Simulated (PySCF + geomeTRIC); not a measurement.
Computed with BP86-D3(BJ)/def2-SVP (PySCF + geomeTRIC). fastk is a local helper that only speeds up exchange builds. No frequencies were computed at this level.

```python
import json, numpy as np
from pyscf import gto, dft
from fastk import lowrank_exchange
atoms = """
Mo     0.133066    -0.053444     0.038571
N      0.227919    -1.805703     0.842962
H      1.053365    -2.210762     1.290471
H     -0.444533    -2.564003     0.759271
N      1.414372     0.382749     1.417575
H      1.441354     0.098830     2.394501
H      2.173294     1.042972     1.266924
N      0.511880     1.551248    -0.977487
H      0.304144     2.499068    -0.667228
H      1.019725     1.651796    -1.855662
C      0.733341    -0.898565    -1.908609
H      1.812260    -0.735166    -2.045321
H      0.243959    -0.473498    -2.789188
H      0.586092    -1.979216    -1.972833
C     -1.287495     1.330505     1.024438
H     -0.788431     2.212987     1.435210
H     -1.735094     0.808115     1.876144
H     -2.114747     1.695304     0.413653
C     -1.826708    -0.892604    -0.547559
H     -2.572676    -0.992219     0.246594
H     -1.787963    -1.865759    -1.044788
H     -2.256429    -0.197149    -1.279979
"""
def scf(charge, spin, dm0=None):
    mol = gto.M(atom=atoms, basis='def2-svp', ecp={'Mo': 'def2-svp'}, charge=charge, spin=spin, verbose=3, max_memory=3360)
    mf = dft.KS(mol, xc='bp86').density_fit(auxbasis="def2-universal-jkfit")
    mf.disp = 'd3bj'
    mf.grids.level = 3
    mf.conv_tol = 1e-8
    mf.max_cycle = 120
    mf.level_shift = 0.25
    mf.kernel(dm0)
    if not mf.converged:
        mf = mf.newton().run(mf.mo_coeff, mf.mo_occ).undo_soscf()
    return mf
mf = scf(0, 0)
from pyscf.geomopt.geometric_solver import kernel as optimize
path = []
done, mol = optimize(mf, maxsteps=120, assert_convergence=False, callback=lambda env: path.append((env["energy"], bool(env["g_scanner"].converged))))
res = dict(converged=bool(done and path[-1][1]), energy=path[-1][0], path=[e for e, c in path], xyz=mol.atom_coords(unit="Angstrom").tolist(), nao=mol.nao)
json.dump(res, open("result.json", "w"))
```

Output:

```
converged SCF energy = -355.715412137497
Geometry optimization cycle 1
converged SCF energy = -355.715412119841
cycle 1: E = -355.71541212  dE = -355.715  norm(grad) = 0.0628521
Geometry optimization cycle 2
converged SCF energy = -355.723477643344
cycle 2: E = -355.723477643  dE = -0.00806552  norm(grad) = 0.0213748
Geometry optimization cycle 3
converged SCF energy = -355.724814378922
cycle 3: E = -355.724814379  dE = -0.00133674  norm(grad) = 0.0136241
Geometry optimization cycle 4
converged SCF energy = -355.725299496813
cycle 4: E = -355.725299497  dE = -0.000485118  norm(grad) = 0.0139304
Geometry optimization cycle 5
converged SCF energy = -355.725938186789
cycle 5: E = -355.725938187  dE = -0.00063869  norm(grad) = 0.00688865
Geometry optimization cycle 6
converged SCF energy = -355.726207859669
cycle 6: E = -355.72620786  dE = -0.000269673  norm(grad) = 0.0048857
Geometry optimization cycle 7
converged SCF energy = -355.726499926366
cycle 7: E = -355.726499926  dE = -0.000292067  norm(grad) = 0.00461209
Geometry optimization cycle 8
converged SCF energy = -355.726605717399
cycle 8: E = -355.726605717  dE = -0.000105791  norm(grad) = 0.00267363
Geometry optimization cycle 9
converged SCF energy = -355.726669362392
cycle 9: E = -355.726669362  dE = -6.3645e-05  norm(grad) = 0.00171113
Geometry optimization cycle 10
converged SCF energy = -355.726699855678
cycle 10: E = -355.726699856  dE = -3.04933e-05  norm(grad) = 0.00195547
Geometry optimization cycle 11
converged SCF energy = -355.726724398306
cycle 11: E = -355.726724398  dE = -2.45426e-05  norm(grad) = 0.00150367
Geometry optimization cycle 12
converged SCF energy = -355.72674117175
cycle 12: E = -355.726741172  dE = -1.67734e-05  norm(grad) = 0.000884569
Geometry optimization cycle 13
converged SCF energy = -355.726752725451
cycle 13: E = -355.726752725  dE = -1.15537e-05  norm(grad) = 0.000889733
Geometry optimization cycle 14
converged SCF energy = -355.72676251911
cycle 14: E = -355.726762519  dE = -9.79366e-06  norm(grad) = 0.00111181
Geometry optimization cycle 15
converged SCF energy = -355.726770501185
cycle 15: E = -355.726770501  dE = -7.98207e-06  norm(grad) = 0.000915361
Geometry optimization cycle 16
converged SCF energy = -355.726776157683
cycle 16: E = -355.726776158  dE = -5.6565e-06  norm(grad) = 0.000578296
Geometry optimization cycle 17
converged SCF energy = -355.726780248201
cycle 17: E = -355.726780248  dE = -4.09052e-06  norm(grad) = 0.000674498
Geometry optimization cycle 18
converged SCF energy = -355.726783328053
cycle 18: E = -355.726783328  dE = -3.07985e-06  norm(grad) = 0.000886614
Geometry optimization cycle 19
converged SCF energy = -355.726784900952
cycle 19: E = -355.726784901  dE = -1.5729e-06  norm(grad) = 0.000866644
Geometry optimization cycle 20
converged SCF energy = -355.726785140726
cycle 20: E = -355.726785141  dE = -2.39774e-07  norm(grad) = 0.00059899
Geometry optimization cycle 21
converged SCF energy = -355.726786602051
cycle 21: E = -355.726786602  dE = -1.46133e-06  norm(grad) = 0.00046623
Geometry optimization cycle 22
converged SCF energy = -355.726788339469
cycle 22: E = -355.726788339  dE = -1.73742e-06  norm(grad) = 0.000653002
Geometry optimization cycle 23
converged SCF energy = -355.726788963253
cycle 23: E = -355.726788963  dE = -6.23783e-07  norm(grad) = 0.000692727
Geometry optimization cycle 24
converged SCF energy = -355.726790802269
cycle 24: E = -355.726790802  dE = -1.83902e-06  norm(grad) = 0.000500056
Geometry optimization cycle 25
converged SCF energy = -355.726792845999
cycle 25: E = -355.726792846  dE = -2.04373e-06  norm(grad) = 0.000376192
Geometry optimization cycle 26
converged SCF energy = -355.726793944875
cycle 26: E = -355.726793945  dE = -1.09888e-06  norm(grad) = 0.000475898
Geometry optimization cycle 27
converged SCF energy = -355.726795358846
cycle 27: E = -355.726795359  dE = -1.41397e-06  norm(grad) = 0.000531438
Geometry optimization cycle 28
converged SCF energy = -355.726797362967
cycle 28: E = -355.726797363  dE = -2.00412e-06  norm(grad) = 0.000541429
Geometry optimization cycle 29
converged SCF energy = -355.726800356842
cycle 29: E = -355.726800357  dE = -2.99388e-06  norm(grad) = 0.000523581
Geometry optimization cycle 30
converged SCF energy = -355.726802955123
cycle 30: E = -355.726802955  dE = -2.59828e-06  norm(grad) = 0.000476642
Geometry optimization cycle 31
converged SCF energy = -355.726806196251
cycle 31: E = -355.726806196  dE = -3.24113e-06  norm(grad) = 0.00040036
Geometry optimization cycle 32
converged SCF energy = -355.726809974057
cycle 32: E = -355.726809974  dE = -3.77781e-06  norm(grad) = 0.000314429
Geometry optimization cycle 33
converged SCF energy = -355.726813355617
cycle 33: E = -355.726813356  dE = -3.38156e-06  norm(grad) = 0.000231305
Geometry optimization cycle 34
converged SCF energy = -355.726813911425
cycle 34: E = -355.726813911  dE = -5.55808e-07  norm(grad) = 0.000176858
<class 'geometric.internal.Distance'> : 21
<class 'geometric.internal.Angle'> : 31
<class 'geometric.internal.LinearAngle'> : 2
<class 'geometric.internal.OutOfPlane'> : 12
<class 'geometric.internal.Dihedral'> : 75
<class 'geometric.internal.TranslationX'> : 1
<class 'geometric.internal.TranslationY'> : 1
<class 'geometric.internal.TranslationZ'> : 1
<class 'geometric.internal.RotationA'> : 1
<class 'geometric.internal.RotationB'> : 1
<class 'geometric.internal.RotationC'> : 1
Step    0 : Gradient = 1.340e-02/2.747e-02 (rms/max) Energy = -355.7154121198
Step    1 : Displace = 7.972e-02/1.285e-01 (rms/max) Trust = 1.000e-01 (=) Grad = 4.557e-03/1.012e-02 (rms/max) E (change) = -355.7234776433 (-8.066e-03) Quality = 0.758
Step    2 : Displace = 5.248e-02/1.110e-01 (rms/max) Trust = 1.414e-01 (+) Grad = 2.905e-03/5.637e-03 (rms/max) E (change) = -355.7248143789 (-1.337e-03) Quality = 0.861
Step    3 : Displace = 5.026e-02/1.011e-01 (rms/max) Trust = 2.000e-01 (+) Grad = 2.970e-03/7.688e-03 (rms/max) E (change) = -355.7252994968 (-4.851e-04) Quality = 0.445
Step    4 : Displace = 2.384e-02/3.672e-02 (rms/max) Trust = 2.000e-01 (=) Grad = 1.469e-03/4.861e-03 (rms/max) E (change) = -355.7259381868 (-6.387e-04) Quality = 1.205
Step    5 : Displace = 1.599e-02/4.631e-02 (rms/max) Trust = 2.828e-01 (+) Grad = 1.042e-03/2.803e-03 (rms/max) E (change) = -355.7262078597 (-2.697e-04) Quality = 1.538
Step    6 : Displace = 3.094e-02/8.819e-02 (rms/max) Trust = 3.000e-01 (+) Grad = 9.833e-04/2.398e-03 (rms/max) E (change) = -355.7264999264 (-2.921e-04) Quality = 1.283
Step    7 : Displace = 1.626e-02/4.130e-02 (rms/max) Trust = 3.000e-01 (=) Grad = 5.700e-04/1.247e-03 (rms/max) E (change) = -355.7266057174 (-1.058e-04) Quality = 1.387
Step    8 : Displace = 1.403e-02/2.895e-02 (rms/max) Trust = 3.000e-01 (=) Grad = 3.648e-04/8.242e-04 (rms/max) E (change) = -355.7266693624 (-6.364e-05) Quality = 1.276
Step    9 : Displace = 9.417e-03/1.804e-02 (rms/max) Trust = 3.000e-01 (=) Grad = 4.169e-04/9.813e-04 (rms/max) E (change) = -355.7266998557 (-3.049e-05) Quality = 1.361
Step   10 : Displace = 9.068e-03/1.749e-02 (rms/max) Trust = 3.000e-01 (=) Grad = 3.206e-04/7.408e-04 (rms/max) E (change) = -355.7267243983 (-2.454e-05) Quality = 1.377
Step   11 : Displace = 7.356e-03/1.378e-02 (rms/max) Trust = 3.000e-01 (=) Grad = 1.886e-04/4.841e-04 (rms/max) E (change) = -355.7267411718 (-1.677e-05) Quality = 1.383
Step   12 : Displace = 5.840e-03/1.163e-02 (rms/max) Trust = 3.000e-01 (=) Grad = 1.897e-04/3.925e-04 (rms/max) E (change) = -355.7267527255 (-1.155e-05) Quality = 1.443
Step   13 : Displace = 6.361e-03/1.207e-02 (rms/max) Trust = 3.000e-01 (=) Grad = 2.370e-04/5.020e-04 (rms/max) E (change) = -355.7267625191 (-9.794e-06) Quality = 1.400
Step   14 : Displace = 6.478e-03/1.112e-02 (rms/max) Trust = 3.000e-01 (=) Grad = 1.952e-04/4.172e-04 (rms/max) E (change) = -355.7267705012 (-7.982e-06) Quality = 1.308
Step   15 : Displace = 6.004e-03/1.199e-02 (rms/max) Trust = 3.000e-01 (=) Grad = 1.233e-04/3.120e-04 (rms/max) E (change) = -355.7267761577 (-5.656e-06) Quality = 1.123
Step   16 : Displace = 5.847e-03/1.374e-02 (rms/max) Trust = 3.000e-01 (=) Grad = 1.438e-04/2.994e-04 (rms/max) E (change) = -355.7267802482 (-4.091e-06) Quality = 0.937
Step   17 : Displace = 7.001e-03/1.777e-02 (rms/max) Trust = 3.000e-01 (=) Grad = 1.890e-04/4.733e-04 (rms/max) E (change) = -355.7267833281 (-3.080e-06) Quality = 0.679
Step   18 : Displace = 7.671e-03/2.003e-02 (rms/max) Trust = 3.000e-01 (=) Grad = 1.848e-04/4.741e-04 (rms/max) E (change) = -355.7267849010 (-1.573e-06) Quality = 0.347
Step   19 : Displace = 7.218e-03/1.890e-02 (rms/max) Trust = 3.000e-01 (=) Grad = 1.277e-04/2.853e-04 (rms/max) E (change) = -355.7267851407 (-2.398e-07) Quality = 0.057
Step   20 : Displace = 3.373e-03/7.192e-03 (rms/max) Trust = 3.609e-03 (-) Grad = 9.940e-05/1.976e-04 (rms/max) E (change) = -355.7267866021 (-1.461e-06) Quality = 0.414
Step   21 : Displace = 3.344e-03/6.193e-03 (rms/max) Trust = 3.609e-03 (=) Grad = 1.392e-04/3.103e-04 (rms/max) E (change) = -355.7267883395 (-1.737e-06) Quality = 0.412
Step   22 : Displace = 3.275e-03/6.231e-03 (rms/max) Trust = 3.609e-03 (=) Grad = 1.477e-04/3.968e-04 (rms/max) E (change) = -355.7267889633 (-6.238e-07) Quality = 0.186
Step   23 : Displace = 1.616e-03/3.227e-03 (rms/max) Trust = 1.638e-03 (-) Grad = 1.066e-04/3.060e-04 (rms/max) E (change) = -355.7267908023 (-1.839e-06) Quality = 0.684
Step   24 : Displace = 1.604e-03/3.526e-03 (rms/max) Trust = 1.638e-03 (=) Grad = 8.020e-05/2.029e-04 (rms/max) E (change) = -355.7267928460 (-2.044e-06) Quality = 0.563
Step   25 : Displace = 1.615e-03/3.366e-03 (rms/max) Trust = 1.638e-03 (=) Grad = 1.015e-04/2.330e-04 (rms/max) E (change) = -355.7267939449 (-1.099e-06) Quality = 0.314
Step   26 : Displace = 1.740e-03/3.642e-03 (rms/max) Trust = 1.638e-03 (=) Grad = 1.133e-04/2.320e-04 (rms/max) E (change) = -355.7267953588 (-1.414e-06) Quality = 0.334
Step   27 : Displace = 1.522e-03/2.819e-03 (rms/max) Trust = 1.638e-03 (=) Grad = 1.154e-04/2.858e-04 (rms/max) E (change) = -355.7267973630 (-2.004e-06) Quality = 0.445
Step   28 : Displace = 1.788e-03/3.696e-03 (rms/max) Trust = 1.638e-03 (=) Grad = 1.116e-04/3.112e-04 (rms/max) E (change) = -355.7268003568 (-2.994e-06) Quality = 0.670
Step   29 : Displace = 1.631e-03/3.103e-03 (rms/max) Trust = 1.638e-03 (=) Grad = 1.016e-04/2.682e-04 (rms/max) E (change) = -355.7268029551 (-2.598e-06) Quality = 0.906
Step   30 : Displace = 2.401e-03/4.703e-03 (rms/max) Trust = 2.316e-03 (+) Grad = 8.536e-05/1.898e-04 (rms/max) E (change) = -355.7268061963 (-3.241e-06) Quality = 0.885
Step   31 : Displace = 3.509e-03/6.803e-03 (rms/max) Trust = 3.275e-03 (+) Grad = 6.704e-05/1.705e-04 (rms/max) E (change) = -355.7268099741 (-3.778e-06) Quality = 0.986
Step   32 : Displace = 4.721e-03/1.098e-02 (rms/max) Trust = 4.632e-03 (+) Grad = 4.931e-05/1.006e-04 (rms/max) E (change) = -355.7268133556 (-3.382e-06) Quality = 1.194
Step   33 : Displace = 5.614e-04/9.634e-04 (rms/max) Trust = 6.550e-03 (+) Grad = 3.771e-05/6.594e-05 (rms/max) E (change) = -355.7268139114 (-5.558e-07) Quality = 1.391
Converged! =D
```

Cost: about 40 core-minutes (a rough figure).
